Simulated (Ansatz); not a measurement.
A single point on F6Re, SMILES `[F][Re]([F])([F])([F])([F])[F]` radical.

```yaml
crystal:
  periodic: [false, false, false]
  atoms:
    - {symbol: F, position_ang: [-0.754218, -0.944693, 1.373513]}
    - {symbol: Re, position_ang: [0.000010, 0.000031, 0.000012]}
    - {symbol: F, position_ang: [1.117928, 0.774017, 1.224594]}
    - {symbol: F, position_ang: [-1.117823, -0.774090, -1.224571]}
    - {symbol: F, position_ang: [0.754157, 0.944733, -1.373537]}
    - {symbol: F, position_ang: [-1.274630, 1.286393, 0.263105]}
    - {symbol: F, position_ang: [1.274585, -1.286393, -0.263118]}
basis:
  gaussian: {orbitals: def2-QZVPP}
magnetization: {spin_polarized: true, initial_magnetization: 1}
correlation: {method: mp2}
scf: {omitted_lower_state_checks: [cluster_reference]}
```

```sh
$ ansatz run in.yaml --threads 2 --pin off --events-out ev --progress --plain --max-ram 32768MiB --backend cuda --devices 0, --max-vram 18GiB
```

Output, abridged:

```
Functional definition: HF
2747 factors; integrals over basis functions are off by at most 8.2e-4 eV
mean field evaluation 1: about -18342.8727 eV, gradient 6.3e1 eV
mean field evaluation 2: about -18342.8966 eV, gradient 6.3e1 eV
mean field evaluation 4: about -18355.1881 eV, gradient 4.0e0 eV
mean field evaluation 8: about -18355.2787 eV, gradient 1.7e-1 eV
mean field evaluation 16: about -18355.2796 eV, gradient 2.7e-6 eV
mean field -18355.27956835 eV, -674.5440824815 hartree, gradient 2.7e-6 eV, S^2 0.756033; 8 other end points of the search recorded, 0 dependent functions left out
6 core orbitals not correlated: weight in the atoms' cores, before any rotation towards them, 1.000 or more for the frozen orbitals, at most 0.000 for the correlated occupied ones
reference -18355.27956835 eV, -674.5440824815 hartree; 29, 28 occupied and 395, 396 virtual orbitals, 2747 factors
second order -61.81664789 eV of doubles, -0.00000000 eV of singles
Total energy: -18417.09621624 eV, -676.8158023905 hartree
Checks for a lower state left out: cluster_reference
```

It took 26 s on 2 threads of an AMD EPYC 7R13 on a shared host and a share of an NVIDIA H100 80 GB, with 1.1 GiB of host memory at the peak.
